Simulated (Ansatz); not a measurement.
Two isomers of C2H6OSSi: A = `C=C(O)S[SiH3]`, B = `C[SiH](S)C=O`.

Gas-phase electronic energies from Ansatz, PBE0-D4/def2-TZVP geometries. CCSD(T)/CBS adds triple-zeta CCSD(T) − MP2 to the extrapolated MP2 energy (def2 sets, frozen cores). DFT in def2-TZVPP. B3LYP here is the variant with VWN-RPA as its local correlation; programs differ in this. Each species was taken in one conformer, which may not be the lowest.

Question: Which isomer does CCSD(T)/CBS put lower? Give the gap. (Estimate.)

Answer: Computed: B, by 78.0 kJ/mol.

Question: Give E(B) − E(A) in kJ/mol with CCSD(T)/def2-TZVPP, B3LYP, HF/def2-TZVPP, PBE-D4, r2SCAN-D4, CCSD/def2-TZVPP, MP2/def2-TZVPP. (An estimate is asked.)

Answer: Computed: CCSD(T)/def2-TZVPP -81.2, B3LYP -82.1, HF/def2-TZVPP -90.7, PBE-D4 -75.2, r2SCAN-D4 -77.2, CCSD/def2-TZVPP -84.4, MP2/def2-TZVPP -77.8. None reverses the order clearly.

Largest T1 diagnostic: 0.014.

In def2-TZVPP, CCSD(T) changes the Hartree–Fock value by +9.6 kJ/mol (the triples alone add +3.3 kJ/mol) and MP2 by +12.9 kJ/mol.
